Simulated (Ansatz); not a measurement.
Total energies of Br2ClFSi (`F[Si](Cl)(Br)Br`).

```xyz
5

F    -1.044   -0.645   -1.118
Si   -0.045   -0.056   -0.049
Cl    0.873   -1.603    0.866
Br   -1.195    1.113    1.390
Br    1.411    1.192   -1.090
```

Charge 0, multiplicity 1. Correlated methods include outer-core shells of Br, which these sets cover unevenly. Scalar relativity is left out up to krypton. The structure was optimised at the PBE0-D4/def2-TZVP level. Basis def2-TZVPP, Ansatz 0.2.0.

RPA on PBE orbitals: Hartree–Fock energy of these orbitals -5992.92805 Eh, correlation -1.65115 Eh (frozen core).

| functional | energy without D4 (Eh) | D4 term (kJ/mol) |
| --- | --- | --- |
| LDA (SPW92) | -5987.76291 | – |
| r2SCAN | -5998.01761 | -4.9 |
| PBE0 | -5997.17756 | -20.0 |
| r2SCANh | -5998.00811 | -5.5 |
| r2SCAN0 | -5997.99534 | -6.2 |
| HSE06 (plane-wave form) | -5997.16885 | -19.1 |
| CAM-B3LYP | -5998.38672 | -21.1 |
| LC-ωPBE | -5997.15401 | – |
| ωB97X-V | -5997.51924 | – |
| B2PLYP | -5997.07418 | – |

Problem. Give the same for PBE, revPBE, BLYP, B97M-V, B3LYP, BHLYP, ωB97M-V, PBE-QIDH. (Best estimate.)

Solution. The calculation gave: 
```json
{"functional": "PBE", "energy without D4 (Eh)": "-5996.93442", "D4 term (kJ/mol)": "-23.4"}
{"functional": "revPBE", "energy without D4 (Eh)": "-5997.50621", "D4 term (kJ/mol)": "-55.7"}
{"functional": "BLYP", "energy without D4 (Eh)": "-5998.17071", "D4 term (kJ/mol)": "-50.1"}
{"functional": "B97M-V", "energy without D4 (Eh)": "-5996.98625", "D4 term (kJ/mol)": "–"}
{"functional": "B3LYP", "energy without D4 (Eh)": "-5998.21965", "D4 term (kJ/mol)": "-39.0"}
{"functional": "BHLYP", "energy without D4 (Eh)": "-5998.08654", "D4 term (kJ/mol)": "-35.8"}
{"functional": "ωB97M-V", "energy without D4 (Eh)": "-5997.79751", "D4 term (kJ/mol)": "–"}
{"functional": "PBE-QIDH", "energy without D4 (Eh)": "-5996.38560", "D4 term (kJ/mol)": "–"}
```

B3LYP takes the VWN-RPA correlation (the form of Gaussian; ORCA's B3LYP/G). HSE06 is the plane-wave form, built on full-range PBE exchange. The double hybrids freeze the cores in their second-order part.

LC-ωPBE has ω = 0.4 bohr⁻¹.
